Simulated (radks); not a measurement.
The numbers below are computed, except where a source is named.
Isoelectronic series with 20 electrons, each ion in its NIST ground configuration. Level of theory: Dirac Kohn-Sham, BLYP, spin-unpolarised, spherical densities, finite nucleus; open shells fill j = l - 1/2 first; Fermi nuclear charge, rms radius of each element as measured or else 0.836 A^(1/3) + 0.57 fm (a radial shooting solver on a logarithmic mesh with Libxc functionals). Total energies (hartree) and mean radii <r> (bohr):

ion    configuration  E (hartree)   3p3/2   3p1/2   3s1/2
Ca          [Ar] 4s2   -680.56749   1.276   1.268   1.156
Ti2+        [Ar] 3d2   -853.07015   1.086   1.078   1.006
Cr4+        [Ar] 3d2  -1047.08850  0.9198  0.9123  0.8754
Fe6+        [Ar] 3d2  -1262.34596  0.7971  0.7900  0.7725
Ni8+        [Ar] 3d2  -1498.91190  0.7037  0.6968  0.6906
Zn10+       [Ar] 3d2  -1756.89919  0.6302  0.6233  0.6241
Ge12+       [Ar] 3d2  -2036.44722  0.5708  0.5639  0.5691
Se14+       [Ar] 3d2  -2337.71597  0.5217  0.5147  0.5228
Kr16+       [Ar] 3d2  -2660.88304  0.4805  0.4733  0.4834
Sr18+       [Ar] 3d2  -3006.14397  0.4453  0.4380  0.4493
Zr20+       [Ar] 3d2  -3373.71164  0.4149  0.4074  0.4195
Mo22+       [Ar] 3d2  -3763.81504  0.3884  0.3807  0.3934

Estimate the row of Ru24+ ([Ar] 3d2).

Answer. E (hartree) -4176.70719; 3p3/2 0.3651; 3p1/2 0.3572; 3s1/2 0.3701.
